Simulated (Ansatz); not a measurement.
Reaction (redistribution): `CO[Si]Br` + `CC[SiH2][SeH]` → `CC[Si]OC` + `[SeH][SiH2]Br`

Program: Ansatz. Geometries: PBE0-D4/def2-TZVP. ΔE: electronic, gas phase. CCSD(T)/CBS is the MP2 limit (def2-TZVPP, def2-QZVPP) plus CCSD(T) − MP2 in def2-TZVPP, frozen cores. DFT in def2-TZVPP. B3LYP here is the variant with VWN-RPA as its local correlation; programs differ in this. For Br, Se outer-core shells are correlated without core-valence functions, which leaves a few kJ/mol of doubt a bond. Scalar relativity is left out up to krypton. One conformer a species, not always the lowest.

`CO[Si]Br`:

Cartesian coordinates in Å:
```
C 0.358 0.685 0.397
O 0.808 -0.476 -0.269
Si 0.167 -1.764 -1.015
Br -2.096 -1.411 -0.828
H 0.752 0.680 1.415
H 0.743 1.562 -0.127
H -0.732 0.724 0.425
```

`CC[SiH2][SeH]`:

Cartesian coordinates in Å:
```
C 0.759 1.111 -0.850
C 0.075 -0.250 -0.843
Si -1.049 -0.537 0.627
Se 0.052 -0.377 2.624
H 0.028 1.924 -0.871
H 1.407 1.228 -1.722
H 1.372 1.248 0.044
H -0.539 -0.383 -1.743
H 0.817 -1.056 -0.863
H -2.086 0.524 0.721
H -1.709 -1.866 0.519
H 0.873 -1.566 2.358
```

`CC[Si]OC`:

Z-matrix (Å, degrees):
```
C
C 1 1.533
H 1 1.093 2 111.7
H 1 1.095 2 111.7 3 119.8
H 1 1.093 2 111.9 3 -120.5
Si 2 1.915 1 110.0 3 -67.2
H 2 1.096 1 109.7 3 175.3
H 2 1.096 1 110.7 3 58.2
O 6 1.646 2 103.5 1 77.3
C 9 1.407 6 134.4 2 3.1
H 10 1.093 9 108.9 6 131.3
H 10 1.093 9 109.5 6 -110.4
H 10 1.093 9 112.4 6 10.6
```

`[SeH][SiH2]Br`:

Cartesian coordinates in Å:
```
Se -0.330 -1.240 1.296
Si 0.163 0.012 -0.523
Br 1.532 1.706 -0.085
H -1.150 -0.174 1.888
H -1.059 0.600 -1.113
H 0.845 -0.904 -1.462
```

Task: Is it downhill or uphill in electronic energy at CCSD(T)/CBS, and by how much? (Estimate.)

Result: Ansatz gave: Uphill: ΔE = +72.4 kJ/mol.

Task: What do these levels give: PBE-D4, r2SCAN-D4, B3LYP-D4, PBE0, SCS-MP2/def2-TZVPP, CCSD/def2-TZVPP? (An estimate is asked.)

Result: Computed: PBE-D4 77.6, r2SCAN-D4 77.3, B3LYP-D4 78.2, PBE0 76.5, SCS-MP2/def2-TZVPP 73.4, CCSD/def2-TZVPP 71.8 kJ/mol.

Largest T1 diagnostic among the species: 0.013.
